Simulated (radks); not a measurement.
The lithium anion Li-, [He] 2s2, held by a Watson sphere: a shell of charge +1.26 at radius R that stands for the Madelung well of a crystal (potential energy -1.26/R inside, -1.26/r outside, in hartree with lengths in bohr). Method: scalar-relativistic Kohn-Sham, LDA (Slater exchange, Perdew-Wang correlation), spin-polarised, spherical densities, finite nucleus; Fermi nuclear charge, rms radius of each element as measured or else 0.836 A^(1/3) + 0.57 fm; computed with a radial shooting solver on a logarithmic mesh with Libxc functionals. Response by self-consistent Sternheimer equations with the Hartree and adiabatic LDA kernel, the relativistic mass of each level held fixed and spin-orbit coupling left out. The sphere does not respond.

R (bohr)  e(1s) (eV)  e(2s) (eV)  <r> 2s (bohr)  sum of <r^2> (bohr^2)  X-ray form factor at sin(theta)/lambda = 0.3 1/angstrom  alpha (bohr^3)
2.24         -53.979      -6.429          3.114                  23.63                                                    1.459           72.89
2.54         -52.996      -6.188          3.233                  25.30                                                    1.464           81.19
2.88         -52.255      -5.905          3.371                  27.35                                                    1.471           92.41
2.96         -52.120      -5.839          3.404                  27.85                                                    1.473           95.31
2.97         -52.104      -5.831          3.408                  27.92                                                    1.473           95.68
3.23         -51.745      -5.617          3.513                  29.59                                                    1.479           105.8
3.79         -51.226      -5.177          3.735                  33.32                                                    1.487           130.9
3.89         -51.157      -5.102          3.773                  33.99                                                    1.488           135.8
